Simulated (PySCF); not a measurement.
C7H12 (charge +1 and doublet state).
Geometry (GFN2-xTB, Å), atoms numbered from 1 in this order:
```xyz
19
C7H12 angstrom
C      2.1993    0.6394    0.3629
C      1.5336   -0.2308   -0.6779
C      0.0810   -0.1766   -0.7393
C     -0.8545   -0.7671   -1.5709
C     -1.9988   -0.3334   -0.7515
C     -0.9783    0.4245    0.1505
C     -0.9305    0.0170    1.6129
H      2.0131    0.2610    1.3688
H      3.2764    0.6406    0.2163
H      1.8303    1.6621    0.3198
H      1.8713   -1.2749   -0.5787
H      1.8925    0.0316   -1.6896
H     -0.7909   -1.3148   -2.4949
H     -2.7297    0.2881   -1.2763
H     -2.5610   -1.1374   -0.2709
H     -1.0594    1.5087    0.0638
H     -1.8834    0.2732    2.0735
H     -0.7651   -1.0526    1.7160
H     -0.1558    0.5506    2.1581
```

The hyperfine couplings belong to this conformer and change with its torsions.

Identity: `[CH]1[C+](CC)[C@@H](C1)C` [radical] (charge +1).

Level of theory: UKS B3LYP, pcH-1 on C H, non-relativistic, mean-field spin-orbit, GIAO (PySCF 2.14.0). One conformer (not necessarily the lowest) at the GFN2-xTB geometry, without solvent, vibrations or thermal averaging. The geometry wasn't refined by DFT: couplings that depend on bond lengths, twists or pyramidal angles can differ widely from those at the functional's own minimum, by a factor of two or more for some ions and for spin on atoms past the first row. The SCF solution wasn't tested for stability.

Task: Break the g tensor into its mass correction, gauge correction and orbital-Zeeman/spin–orbit terms.

Result: 
```csv
Δg (ppm),1,2,3
relativistic mass correction,-139,-139,-139
gauge correction,9,14,11
orbital Zeeman/spin–orbit,-26,186,1508
total,-156,62,1380
```

So g = 2.00216, 2.00238, 2.00370 and g_iso = 2.00275; the tensor is close to axial: the two nearest values differ by 14 % of g3 − g1. Axes: g3 points within 6° of the C3–C4 bond.

Task: At 9.404 GHz, how far is the centre of the isotropic spectrum from where a free electron (g = 2.002319) resonates?

Result: B = hν/(g μB) with μB/h = 13.99624 MHz/mT gives 335.56 mT for the free electron and 335.49 mT at g_iso, 0.07 mT lower.

Task: What effective moment and Curie constant follow for a powder?

Result: With the mean of g² = 4.0110 and S(S+1) = 0.75: μ_eff = √(⟨g²⟩S(S+1)) = 1.734 μB and χT = 0.12505·⟨g²⟩·S(S+1) = 0.376 cm³ K/mol (cgs; spin-Hamiltonian part alone).

Task: In a frozen sample, at which fields do the three g values resonate at 9.5, 34, 94 and 263 GHz (hyperfine left aside), and which band first spreads them over more than twice a line width of 1.0 mT?

Result: 
| band | GHz | B(g3) mT | B(g2) mT | B(g1) mT | spread mT |
| --- | --- | --- | --- | --- | --- |
| X | 9.5 | 338.75 | 338.97 | 339.01 | 0.26 |
| Q | 34.0 | 1212.37 | 1213.17 | 1213.30 | 0.93 |
| W | 94.0 | 3351.84 | 3354.05 | 3354.41 | 2.57 |
| J | 263.0 | 9378.03 | 9384.20 | 9385.22 | 7.19 |

The spread grows in proportion to the frequency. W band is the first where it exceeds 2.0 mT.

The largest Mulliken spin populations are on C4 (+0.52) and C3 (+0.33). The angles at C4 add up to 360.0°, so it is planar.

The HOMO–LUMO gaps are 6.33 eV among the α and 3.37 eV among the β orbitals.
